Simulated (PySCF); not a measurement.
BaCl2, triplet, at a GFN2-xTB geometry (such geometries of metal compounds can be far from the true shape) (a higher spin typed on purpose: for a closed-shell molecule this is an excited state) (core potentials on Ba); CASSCF(2,4)/def2-SVP run with PySCF.

PySCF was given this input:
```python
from pyscf import gto, scf, mcscf
import numpy

mol = gto.M(
    atom='''
Ba    0.587606   -0.455951    0.570398
Cl   -0.004102    0.949329   -1.773719
Cl   -1.931541    0.552628   -0.105239
''',
    basis='def2-svp',
    ecp={'Ba': 'def2-svp'},
    charge=0,
    spin=2,
    verbose=4,
)

mf = scf.ROHF(mol)
mf.kernel()
mc = mcscf.CASSCF(mf, 4, 2)
mc.fix_spin_(ss=2.0)
mc = mc.newton()
mc.kernel()
occ = numpy.linalg.eigvalsh(mc.fcisolver.make_rdm1(mc.ci, mc.ncas, mc.nelecas))[::-1]
ss = mc.fcisolver.spin_square(mc.ci, mc.ncas, mc.nelecas)[0]
print('natural occupations', occ.round(4), ' <S^2>', round(ss, 4))
```

The log (banner, timings and long lists left out):

```
PySCF version 2.14.0

[INPUT] verbose = 4
[INPUT] num. atoms = 3
[INPUT] num. electrons = 44
[INPUT] charge = 0
[INPUT] spin (= nelec alpha-beta = 2S) = 2
[INPUT] symmetry False subgroup None
[INPUT] Mole.unit = angstrom
[INPUT] Symbol           X                Y                Z      unit          X                Y                Z       unit  Magmom
[INPUT]  1 Ba     0.587606000000  -0.455951000000   0.570398000000 AA    1.110414409151  -0.861622516222   1.077896002000 Bohr   0.0
[INPUT]  2 Cl    -0.004102000000   0.949329000000  -1.773719000000 AA   -0.007751656563   1.793971812107  -3.351843131937 Bohr   0.0
[INPUT]  3 Cl    -1.931541000000   0.552628000000  -0.105239000000 AA   -3.650083488369   1.044315568766  -0.198872887623 Bohr   0.0

nuclear repulsion = 123.616965914916
number of shells = 25
number of NR pGTOs = 121
number of NR cGTOs = 59
basis = def2-svp
ecp = {'Ba': 'def2-svp'}

******** <class 'pyscf.scf.rohf.ROHF'> ********
method = ROHF
initial guess = minao
damping factor = 0
level_shift factor = 0
DIIS = <class 'pyscf.scf.diis.CDIIS'>
diis_start_cycle = 1
diis_space = 8
diis_damp = 0
SCF conv_tol = 1e-09
SCF conv_tol_grad = None
SCF max_cycles = 50
direct_scf = True
direct_scf_tol = 1e-13
num. doubly occ = 21  num. singly occ = 2
Set gradient conv threshold to 3.16228e-05
init E= -933.735017633897
  HOMO = -0.230510434755928  LUMO = -0.0842900581720368  gap/eV = 3.97886
cycle= 1 E= -943.823059968537  delta_E= -10.1  |g|= 0.331  |ddm|= 1.72
  HOMO = -0.0705668651877507  LUMO = 0.032838850153625  gap/eV = 2.81381
cycle= 2 E= -943.843548348955  delta_E= -0.0205  |g|= 0.06  |ddm|= 0.794
  HOMO = -0.0757688160945378  LUMO = 0.032308179346272  gap/eV = 2.94092
cycle= 3 E= -943.845049237165  delta_E= -0.0015  |g|= 0.0154  |ddm|= 0.113
  HOMO = -0.0766131320300332  LUMO = 0.0319714373520465  gap/eV = 2.95474
cycle= 4 E= -943.845253987587  delta_E= -0.000205  |g|= 0.0039  |ddm|= 0.0487
  HOMO = -0.076614382210451  LUMO = 0.0320295275723919  gap/eV = 2.95635
cycle= 5 E= -943.845323271163  delta_E= -6.93e-05  |g|= 0.0018  |ddm|= 0.0317
  HOMO = -0.0765419538637104  LUMO = 0.0320825387373107  gap/eV = 2.95582
cycle= 6 E= -943.845345822187  delta_E= -2.26e-05  |g|= 0.000881  |ddm|= 0.0174
  HOMO = -0.076408415659273  LUMO = 0.032146686438778  gap/eV = 2.95393
cycle= 7 E= -943.845354244973  delta_E= -8.42e-06  |g|= 0.00019  |ddm|= 0.0156
  HOMO = -0.0763683886687829  LUMO = 0.0321586044188123  gap/eV = 2.95317
cycle= 8 E= -943.845354537293  delta_E= -2.92e-07  |g|= 6.66e-05  |ddm|= 0.00299
  HOMO = -0.0763718936485986  LUMO = 0.0321546823295649  gap/eV = 2.95316
cycle= 9 E= -943.845354572668  delta_E= -3.54e-08  |g|= 3.04e-05  |ddm|= 0.000776
  HOMO = -0.076376888213332  LUMO = 0.0321503892108307  gap/eV = 2.95318
cycle= 10 E= -943.845354581871  delta_E= -9.2e-09  |g|= 6.49e-06  |ddm|= 0.000508
  HOMO = -0.0763765134001346  LUMO = 0.0321504941950579  gap/eV = 2.95317
cycle= 11 E= -943.845354582173  delta_E= -3.01e-10  |g|= 2.14e-06  |ddm|= 7.85e-05
  HOMO = -0.0763765281385815  LUMO = 0.0321504371552542  gap/eV = 2.95317
Extra cycle  E= -943.8453545822  delta_E= -2.75e-11  |g|= 1.24e-06  |ddm|= 1.29e-05
converged SCF energy = -943.8453545822

******** <class 'pyscf.mcscf.newton_casscf.CASSCF'> ********
CAS (2e+0e, 4o), ncore = 21, nvir = 34
max_cycle_macro = 50
max_cycle_micro = 10
conv_tol = 1e-07
conv_tol_grad = None
orbital rotation max_stepsize = 0.03
augmented hessian ah_max_cycle = 30
augmented hessian ah_conv_tol = 1e-12
augmented hessian ah_linear dependence = 1e-14
augmented hessian ah_level shift = 1e-08
augmented hessian ah_start_tol = 500
augmented hessian ah_start_cycle = 3
augmented hessian ah_grad_trust_region = 3
kf_trust_region = 3
kf_interval = 5
natorb = False
canonicalization = True
internal_rotation = False
******** <class 'pyscf.fci.addons.SpinPenaltyFCISolver'> ********
max. cycles = 50
conv_tol = 1e-08
davidson only = True
linear dependence = 1e-12
level shift = 0.001
max iter space = 12
nroots = 1
pspace_size = 400
spin = None

WARN: SO-CASSCF (Second order CASSCF) is an experimental feature. Its performance is bad for large systems.

CASCI E = -943.845354582202  dE = -943.84535  S^2 = 2.0000000
Set conv_tol_grad to 0.000316228
macro 1 (1 JK  0 micro), CASSCF E = -943.845354582202  dE = 0  |grad|=2.48e-06  S^2 = 2.0000000
newton CASSCF converged in 1 macro (1 KF 0 Hx) steps
CASSCF canonicalization
Density matrix diagonal elements [1.00000000e+00 1.00000000e+00 5.79215648e-15 2.06384652e-17]
CASSCF energy = -943.845354582202
CASCI E = -943.845354582202  E(CI) = -0.707490731793200  S^2 = 2.0000000
natural occupations [ 1.  1.  0. -0.]  <S^2> 2.0
```
